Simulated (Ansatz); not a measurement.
Program: Ansatz. Geometries: PBE0-D4/def2-TZVP. ΔE: electronic, gas phase. CCSD(T)/CBS is the MP2 limit (def2-TZVPP, def2-QZVPP) plus CCSD(T) − MP2 in def2-TZVPP, frozen cores. Functionals use def2-TZVPP. B3LYP here is the variant with VWN-RPA as its local correlation; programs differ in this. Elements past krypton have def2 core potentials. For Br, In outer-core shells are correlated without core-valence functions, which leaves a few kJ/mol of doubt a bond. Scalar relativity is left out up to krypton. Each species was taken in one conformer, which may not be the lowest.

Consider the redistribution: `[NH2][In]([NH2])[Br]` + `NB[SiH2]Cl` → `[NH2][In]([NH2])[NH2]` + `Cl[SiH2]BBr`.

```tsv
level	ΔE (kJ/mol)	difference from CCSD(T)/CBS
r2SCAN0-D4	209.4	16.5
CAM-B3LYP-D4	209.0	16.1
ωB97M-V	205.1	12.2
B3LYP	208.4	15.5
CCSD(T)/def2-SVP	220.3	27.4
MP2/def2-TZVPP	193.5	0.6
SCS-MP2/def2-TZVPP	194.4	1.5
CCSD(T)/def2-TZVPP	194.1	1.2
SCS-MP2/def2-QZVPP	193.6	0.7
MP2/CBS(def2)	192.2	-0.7
CCSD(T)/CBS	192.9	0
```

Question: What do rigid-rotor, harmonic-oscillator terms from PBE0-D4/def2-TZVP frequencies (298.15 K, 1 bar) make of the CCSD(T)/CBS value? (Best estimate.)

Answer: The calculation gave: ΔZPE = -10.1 kJ/mol, ΔH = +184.6 kJ/mol, ΔS = 14 J/(mol·K), ΔG = +180.4 kJ/mol. Modes under 50 cm⁻¹ make the entropy rough.

Largest T1 diagnostic among the species: 0.014.

From PBE to PBE0 (25 % exact exchange), in def2-TZVPP and without D4, ΔE moves by +5.5 kJ/mol. In def2-TZVPP, CCSD(T) changes the Hartree–Fock value by −24.2 kJ/mol (the triples alone add −2.5 kJ/mol) and MP2 by −24.9 kJ/mol. Leaving LDA and LC-ωPBE aside and taking each functional with its dispersion term where it has one, the values, not all of them listed here, spread over 16.0 kJ/mol, from revPBE-D4 to BHLYP-D4. LDA lies +6.0 kJ/mol from PBE without D4.
